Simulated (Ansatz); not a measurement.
One change: `O=[C](S)[GeH3]` becomes `O=[C](S)[GaH2]`.

Ansatz, PBE0-D4/def2-TZVP geometries, multiplicity 1. Each molecule was computed in one conformer, which needn't be the lowest.

Scalar relativity is left out up to krypton.

```tsv
property	`O=[C](S)[GeH3]`
HOMO–LUMO gap (B3LYP/def2-TZVPP) / eV	5.52
LUMO energy (ωB97M-V/def2-TZVPP) / eV	0.88
LUMO energy (PBE0/def2-TZVPP) / eV	-1.33
HOMO–LUMO gap (ωB97M-V/def2-TZVPP) / eV	10.31
size of the dipole moment (B3LYP/def2-TZVPP) / D	2.86
size of the dipole moment (PBE/def2-TZVPP) / D	2.64
```

Q: Give the same properties after the change, and the shifts. (Best estimate.)

A: The calculation gave: 
| property | `O=[C](S)[GaH2]` | shift |
| --- | --- | --- |
| HOMO–LUMO gap (B3LYP/def2-TZVPP) / eV | 3.74 | -1.78 |
| LUMO energy (ωB97M-V/def2-TZVPP) / eV | -0.84 | -1.72 |
| LUMO energy (PBE0/def2-TZVPP) / eV | -2.65 | -1.32 |
| HOMO–LUMO gap (ωB97M-V/def2-TZVPP) / eV | 8.15 | -2.16 |
| size of the dipole moment (B3LYP/def2-TZVPP) / D | 2.85 | -0.01 |
| size of the dipole moment (PBE/def2-TZVPP) / D | 2.61 | -0.03 |

With PBE0 the HOMO rises by 0.43 eV and the LUMO falls by 1.32 eV, so the gap narrows by about 1.75 eV. PBE moves the HOMO by 0.39 eV and ωB97M-V by 0.44 eV. Dipoles are sizes alone; their direction can turn.

Positive LUMOs are unbound, so they and the gaps depend on the basis.

B3LYP here is the variant with VWN-RPA as its local correlation; programs differ in this.
